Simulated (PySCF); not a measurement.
Job for PySCF: R-BP86/6-31G* on BFH4OSi (SMILES FBO[SiH3]), a point of a torsion scan.

```python
from pyscf import gto, scf, dft, mp
from pyscf.data.elements import chemcore

mol = gto.M(
    atom='''
    F     2.21076758    0.31439429   -0.70401717
    B     1.57804435   -0.03301440    0.41777500
    O     0.57761066   -0.87310571    0.36764925
    Si   -0.42956183   -1.84408114   -0.46798783
    H     1.95808710    0.44314469    1.42116557
    H    -0.14648839   -1.82863164   -1.90278534
    H    -0.18400006   -3.15790336    0.12191887
    H    -1.74643440   -1.28795736   -0.16631538
    ''',
    basis='6-31g*',
    cart=True,
    charge=0, spin=0, verbose=3, max_memory=1800)
mf = dft.RKS(mol, xc='b88,p86')
mf.conv_tol = 1e-8
mf.max_cycle = 100
mf.kernel()
if not mf.converged:
    mf = mf.newton().run(mf.mo_coeff, mf.mo_occ)
```

The log:

```
converged SCF energy = -491.931730847418
```

The calculation finished and met its thresholds.

Cost: about 8 core-seconds (a rough figure).
